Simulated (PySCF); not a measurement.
Geometry:
```
atom   x (Å)   y (Å)   z (Å)
  C1  -1.248  -1.361  -0.271
  B2  -0.499   0.006   0.003
  C3  -1.377   1.316   0.143
  N4   0.934   0.059   0.121
 Si5   1.717   1.621   0.384
 Si6   1.863  -1.440   0.004
  H7  -2.149  -1.205  -0.884
  H8  -0.652  -2.159  -0.741
  H9  -1.605  -1.757   0.698
 H10  -2.365   1.091   0.575
 H11  -0.932   2.139   0.724
 H12  -1.571   1.710  -0.872
 H13   3.192   1.425   0.277
 H14   1.290   2.613  -0.647
 H15   1.407   2.178   1.735
 H16   3.286  -1.131   0.333
 H17   1.808  -2.024  -1.370
 H18   1.360  -2.458   0.973
```

Geometry: PBE0-D3(BJ)/def2-SVP; GIAO absolute shieldings from PySCF, gas phase, non-relativistic, averaged over equivalent atoms.

At wB97X-D/pcSseg-1 (176 basis functions, 26 s wall time on 1 thread of an x86-64 server CPU, shared host):
```
                  atoms  σ (ppm)
                  C1/C3    174.9
                     B2     46.6
                     N4    185.3
                Si5/Si6    398.7
H13/H14/H15/H16/H17/H18    26.72
   H7/H8/H9/H10/H11/H12    30.75
```

Predict the values at PBE0/pcSseg-1 on the same geometry.

Answers


| atoms | σ at PBE0/pcSseg-1 | change |
| --- | --- | --- |
| C1/C3 | 174.3 | -0.6 |
| B2 | 44.4 | -2.2 |
| N4 | 181.1 | -4.2 |
| Si5/Si6 | 398.8 | +0.1 |
| H13/H14/H15/H16/H17/H18 | 26.51 | -0.21 |
| H7/H8/H9/H10/H11/H12 | 30.60 | -0.15 |

The largest change is at N4 (nitrogen bonded to B, 2 Si). Cost: 176 basis functions, 21 s wall time on 1 thread of an x86-64 server CPU, shared host.

A carbon bonded to boron is broadened by the quadrupolar boron nucleus and is often missing from a measured spectrum.
